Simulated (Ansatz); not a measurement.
Start from `CC1=[N+](C)[In-]([Cl])([Cl])[N]1C` and change one atom or group to get `C[NH][In]([Cl])[Cl]`.

Ansatz, PBE0-D4/def2-TZVP geometries, multiplicity 1. Each molecule was computed in one conformer, which needn't be the lowest.

Elements past krypton have def2 core potentials.

| property | `CC1=[N+](C)[In-]([Cl])([Cl])[N]1C` |
| --- | --- |
| LUMO energy (ωB97M-V/def2-TZVPP) / eV | 0.82 |
| size of the dipole moment (B3LYP/def2-TZVPP) / D | 6.49 |
| LUMO energy (PBE/def2-TZVPP) / eV | -2.00 |
| size of the dipole moment (PBE/def2-TZVPP) / D | 6.38 |
| size of the dipole moment (ωB97M-V/def2-TZVPP) / D | 6.52 |
| HOMO–LUMO gap (B3LYP/def2-TZVPP) / eV | 5.14 |

(1) What does the change do to each property? (Estimate.)

Answers

(1) The calculation gave: 
```csv
property,`C[NH][In]([Cl])[Cl]`,shift
LUMO energy (ωB97M-V/def2-TZVPP) / eV,-0.07,-0.89
size of the dipole moment (B3LYP/def2-TZVPP) / D,3.08,-3.41
LUMO energy (PBE/def2-TZVPP) / eV,-2.87,-0.87
size of the dipole moment (PBE/def2-TZVPP) / D,3.12,-3.26
size of the dipole moment (ωB97M-V/def2-TZVPP) / D,2.97,-3.55
HOMO–LUMO gap (B3LYP/def2-TZVPP) / eV,4.67,-0.47
```

With PBE0 the HOMO falls by 0.44 eV and the LUMO falls by 0.91 eV, so the gap narrows by about 0.47 eV. PBE moves the HOMO by -0.35 eV and ωB97M-V by -0.54 eV. Dipoles are sizes alone; their direction can turn.

Positive LUMOs are unbound, so they and the gaps depend on the basis.

B3LYP here is the variant with VWN-RPA as its local correlation; programs differ in this.
